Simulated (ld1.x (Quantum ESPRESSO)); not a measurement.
## Nd PAW: all-electron and pseudo phase curves

```json
{
  "Element": "neodymium",
  "Generator": "ld1.x (Quantum ESPRESSO) 7.5",
  "Type": "PAW",
  "Functional": "LDA (PZ)",
  "Relativity": "fully relativistic",
  "Frozen core": "[Kr] 4d10",
  "Valence charge": "14",
  "Reference configuration": "4f3 5s2 5p6 5d0 6s0 6p0 (charge +3)",
  "Partial waves": "5s (bound): rcut 1.80, rcutus 2.05 bohr; 6s (bound, empty): rcut 1.80, rcutus 2.05 bohr; 5p (bound): rcut 2.55, rcutus 3.30 bohr; 6p (bound, empty): rcut 2.55, rcutus 3.30 bohr; 5d (bound, empty): rcut 2.40, rcutus 3.05 bohr; 5d channel at 0.9 Ry: rcut 2.40, rcutus 3.05 bohr; 4f (bound): rcut 1.00, rcutus 1.10 bohr; 4f channel at 0.95 Ry: rcut 1.00, rcutus 1.10 bohr",
  "Local potential": "all-electron potential smoothed inside 2.15 bohr (lloc = -1)",
  "Core correction": "a·sin(br)/r model core, default radius (core density twice the valence density)",
  "Augmentation charge": "PSQ, inside the norm-conserving radii"
}
```

Open shells are filled in proportion to 2j + 1 (rel_dist='average').

The phase is arctan(r·u′/u) with u = r·R(r), unwrapped; energies in Ry, scanned from -7 to 5 Ry. A pole is an energy at which the radial function vanishes at the test radius. The pseudo phase is shifted by a multiple of π to meet the all-electron one at the reference energy, and phase errors are pseudo minus all-electron; the curves can meet again beyond the range given. Levels narrower than the energy grid can be missing from the lists of poles.

Task: For each channel, where are the poles, and over which energies does the pseudopotential scatter like the atom?

Result:

```csv
channel,radius (bohr),reference energy (Ry),"poles, all-electron","poles, pseudo",unbroken range about the reference energy with phases within 0.05 rad,phase error 1 Ry above the reference energy (rad)
p1/2,3.62,-1.24,"-3.69, 0.17","-3.70, 0.01, 3.29",below 0.4,-0.018
p3/2,3.62,-1.19,"-3.43, 0.37","-3.43, 0.16, 3.27",below 0.4,-0.020
d3/2,3.62,-1.80,"-1.59, 1.90","-1.60, 1.86",below 2.9,-0.006
d5/2,3.62,-1.77,"-1.56, 1.96","-1.56, 1.91",below 2.9,-0.005
f5/2,3.62,-2.30,"-2.29, 0.50, 4.30","-2.29, 0.50, 4.33",the whole range,+0.000
```

The ghost test of this file was not conclusive.

Phases in the p1/2 channel:

```
E (Ry)  all-electron  pseudo
 -7.00         1.449   1.449
 -6.74         1.446   1.446
 -6.48         1.442   1.442
 -6.22         1.439   1.438
 -5.96         1.434   1.434
 -5.70         1.430   1.429
 -5.44         1.424   1.423
 -5.18         1.418   1.417
 -4.92         1.411   1.410
 -4.66         1.402   1.401
 -4.40         1.391   1.390
 -4.14         1.373   1.372
 -3.88         1.319   1.317
 -3.62        -1.694  -1.695
 -3.36        -1.758  -1.760
 -3.10        -1.786  -1.788
 -2.84        -1.814  -1.817
 -2.58        -1.849  -1.851
 -2.32        -1.897  -1.900
 -2.06        -1.971  -1.975
 -1.80        -2.107  -2.112
 -1.54        -2.420  -2.424
 -1.28        -3.253  -3.253
 -1.02        -4.096  -4.100
 -0.76        -4.416  -4.424
 -0.50        -4.556  -4.569
 -0.24        -4.636  -4.653
  0.02        -4.689  -4.714
  0.28        -4.729  -4.767
  0.54        -4.765  -4.824
  0.80        -4.798  -4.902
  1.06        -4.834  -5.049
  1.32        -4.877  -5.527
  1.58        -4.935  -7.025
  1.84        -5.024  -7.529
  2.10        -5.194  -7.674
  2.36        -5.633  -7.744
  2.62        -6.669  -7.787
  2.88        -7.308  -7.817
  3.14        -7.534  -7.841
  3.40        -7.640  -7.862
  3.66        -7.701  -7.882
  3.92        -7.742  -7.901
  4.18        -7.772  -7.920
  4.44        -7.795  -7.942
  4.70        -7.814  -7.968
  4.96        -7.831  -8.002
```
